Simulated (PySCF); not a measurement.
## C6H6O2S: calculation and literature

Numbering as in the mapped SMILES `[CH3:1][O:2][C:3](=[O:4])[c:5]1[cH:6][cH:7][cH:8][s:9]1` (H(Xn): hydrogen on atom n).

PySCF calculation with GFN2-xTB geometry and GIAO PBE0/pcSseg-1 shieldings; in vacuum, non-relativistic Hamiltonian, one computed conformer, one averaged value for each set of equivalent atoms.

Reference values: estimated from measurements, as parent shift plus tabulated substituent increment (solution, not stated per compound (mostly CDCl3 or CCl4); Pretsch, Buehlmann, Badertscher, Structure Determination of Organic Compounds, 4th ed. (2009)).
```
atoms  quantity  reference  computed  computed, scaled
H(C6)      δ ¹H       7.79      8.15              7.78
H(C8)      δ ¹H       7.53      7.40              7.07
H(C7)      δ ¹H       7.09      7.29              6.96
```

Computed shifts are σ(ref) − σ with the named reference compound (TMS for H and C) calculated as an isolated molecule at the same level. The measured values may be among those fitted. Scaled to experiment by linear calibration (H and C: mostly CDCl3 data, vs TMS): ¹H: δ = 30.01 − 0.943σ (rms 0.17 ppm, 504 shifts, 0.18 ppm with the 4 outliers that the fit left out). A few per cent of atoms miss by over 2 rms, more outside the fitted compound classes.

Question: How far are the unscaled ¹H shifts from the references?

Answer: Mean signed difference +0.14 ppm, mean absolute 0.23 ppm over 3 comparisons; the largest is +0.36 ppm at H(C6) (hydrogen on an aromatic CH).
